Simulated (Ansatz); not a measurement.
Compare A (`C=C(Cl)[SiH2]S`) with its isomer B (`C=C(S)[SiH2]Cl`).

Isolated molecules relaxed with PBE0-D4/def2-TZVP in Ansatz; ΔE leaves out vibrations. CBS: MP2 limit from def2 TZ/QZ plus the TZ coupled-cluster correction, frozen cores. Functionals use def2-TZVPP. B3LYP here is the variant with VWN-RPA as its local correlation; programs differ in this. One conformer a species, not always the lowest.

A:

```xyz
10

C    -1.144    0.605    1.220
C    -0.586   -0.377    0.522
Cl   -1.401   -1.896    0.329
Si    1.085   -0.238   -0.302
S     0.976   -0.503   -2.412
H    -2.114    0.505    1.696
H    -0.621    1.548    1.330
H     1.620    1.099    0.062
H     1.979   -1.323    0.165
H     0.204    0.579   -2.611
```

B:

Z-matrix (Å, degrees):
```
Si
Cl 1 2.054
C 1 1.865 2 110.5
H 1 1.481 2 107.0 3 121.0
H 1 1.480 2 109.0 3 -118.4
S 3 1.749 1 116.2 2 57.9
C 3 1.335 1 118.3 2 -124.2
H 6 1.345 3 97.5 1 175.1
H 7 1.084 3 120.7 1 2.8
H 7 1.087 3 122.7 1 -177.2
```

(1) Which is lower in electronic energy at CCSD(T)/CBS, and by how much? (Best estimate.)

(2) Give E(B) − E(A) in kJ/mol with CCSD(T)/def2-TZVPP, CCSD/def2-TZVPP, B3LYP, PBE0-D4, PBE-D4, B3LYP-D4, MP2/def2-TZVPP. (Estimate.)

Largest T1 diagnostic: 0.011.

## Answers

(1) The calculation gave: B, by 52.8 kJ/mol.

(2) The calculation gave: CCSD(T)/def2-TZVPP -52.2, CCSD/def2-TZVPP -52.8, B3LYP -52.0, PBE0-D4 -51.0, PBE-D4 -49.0, B3LYP-D4 -53.0, MP2/def2-TZVPP -55.6. None reverses the order clearly.
